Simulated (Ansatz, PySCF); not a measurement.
The pair A = C2H4 (SMILES C=C) (first 6 atoms), B = H4OSi (SMILES O[SiH3]); geometry from B3LYP-D3(BJ)/def2-TZVP.
(charge 0, multiplicity 1):
```tsv
atom	x (Å)	y (Å)	z (Å)
C	0.6359	0.5771	0.2490
C	-0.0404	-0.5603	0.1469
H	0.1645	1.4910	0.5903
H	1.6860	0.6407	-0.0089
H	0.4294	-1.4733	-0.1983
H	-1.0918	-0.6222	0.4008
O	0.6735	-0.5030	3.4006
Si	-0.6412	0.2345	4.0659
H	0.7500	-0.4626	2.4388
H	-0.6724	1.6885	3.7615
H	-0.5400	0.0361	5.5257
H	-1.9134	-0.3515	3.5701
```

Cores are frozen in the correlated methods. Rows in 6-31G* carry no dispersion term and start afresh at each structure (6-31G* with six Cartesian d functions). MP2/6-31G* freezes PySCF's default core.

Codes used: Ansatz (an electronic-structure program); PySCF for 6-31G* rows. Each number belongs to the level named beside it.

Total energies (hartree), monomers frozen at their geometry in the pair:

```json
[
 {"structure": "AB", "HF/aug-cc-pV(D+d)Z": "-444.2210502", "MP2/6-31G*": "-444.6821849", "MP2/aug-cc-pV(D+d)Z": "-444.8278129"},
 {"structure": "A in the pair's basis", "HF/aug-cc-pV(D+d)Z": "-78.0440328", "MP2/6-31G*": "-78.2871023", "MP2/aug-cc-pV(D+d)Z": "-78.3294153"},
 {"structure": "B in the pair's basis", "HF/aug-cc-pV(D+d)Z": "-366.1759608", "MP2/6-31G*": "-366.3914143", "MP2/aug-cc-pV(D+d)Z": "-366.4934758"},
 {"structure": "A", "HF/aug-cc-pV(D+d)Z": "-78.0436803", "MP2/6-31G*": "-78.2849188", "MP2/aug-cc-pV(D+d)Z": "-78.3280925"},
 {"structure": "B", "HF/aug-cc-pV(D+d)Z": "-366.1756041", "MP2/6-31G*": "-366.3900917", "MP2/aug-cc-pV(D+d)Z": "-366.4924774"}
]
```

Problem. Work out the interaction energy without and with the counterpoise correction, and the superposition error, for each level.

Solution. 
E(AB) − E(A) − E(B), times 627.509 kcal/mol, with the monomers in their own basis and then in the pair's basis:
- HF/aug-cc-pV(D+d)Z: -1.11 uncorrected, -0.66 corrected; the monomers gain 0.45 kcal/mol from borrowed functions
- MP2/6-31G*: -4.50 uncorrected, -2.30 corrected; the monomers gain 2.20 kcal/mol from borrowed functions
- MP2/aug-cc-pV(D+d)Z: -4.55 uncorrected, -3.09 corrected; the monomers gain 1.46 kcal/mol from borrowed functions
